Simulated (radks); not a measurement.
Results of a calculation; reference values are marked as such.
Question: Radial electron density D(r) = 4 pi r^2 rho(r) of an atom or ion with 5 electrons. Level of theory: scalar-relativistic Kohn-Sham, r2SCAN, spin-polarised, spherical densities, finite nucleus; meta-GGA in the generalised Kohn-Sham scheme; Fermi nuclear charge, rms radius of each element as measured or else 0.836 A^(1/3) + 0.57 fm (a radial shooting solver on a logarithmic mesh with Libxc functionals).

```
   r/bohr * D(r) (the largest magnitude, 54, reaches the edge; | marks zero)
 0.001384 | *
 0.001535 | *
 0.001717 |  *
 0.001905 |  *
 0.002131 |   *
 0.002365 |    *
 0.002645 |     *
 0.002935 |      *
 0.003283 |       *
 0.003642 |         *
 0.004074 |           *
 0.004521 |             *
 0.005056 |               *
  0.00561 |                 *
 0.006275 |                     *
 0.006963 |                        *
 0.007788 |                           *
 0.008642 |                               *
 0.009666 |                                   *
  0.01073 |                                       *
    0.012 |                                          *
  0.01331 |                                              *
  0.01489 |                                                 *
  0.01652 |                                                    *
  0.01848 |                                                     *
   0.0205 |                                                      *
  0.02293 |                                                     *
  0.02545 |                                                    *
  0.02846 |                                                 *
  0.03158 |                                             *
  0.03533 |                                       *
   0.0392 |                                  *
  0.04384 |                             *
  0.04865 |                         *
  0.05441 |                      *
  0.06038 |                    *
  0.06753 |                    *
  0.07494 |                    *
  0.08382 |                      *
    0.093 |                        *
    0.104 |                        *
   0.1154 |                        *
   0.1291 |                      *
   0.1433 |                   *
   0.1602 |               *
   0.1778 |           *
   0.1989 |       *
   0.2207 |    *
   0.2468 | *
   0.2739 |*
   0.3063 *
   0.3399 *
   0.3802 *
   0.4218 *
   0.4718 *
   0.5236 *
```

What is the nuclear charge?

Answer: Z = 45. The innermost maximum, from 1s, lies near gamma/Z bohr with gamma = sqrt(1 - (Z/c)^2) = 0.945, here 0.021 bohr (found: 0.0207), and its height grows with Z. The density is that of the rhodium ion Rh40+ in [He] 2s2 2p1; the configuration itself is not fixed sharply by these data, and Z only to a few units. D(r) has 2 maxima, at r = 0.0207, 0.107 bohr, and minima at 0.0654 bohr, inside which lie 2.18 electrons.
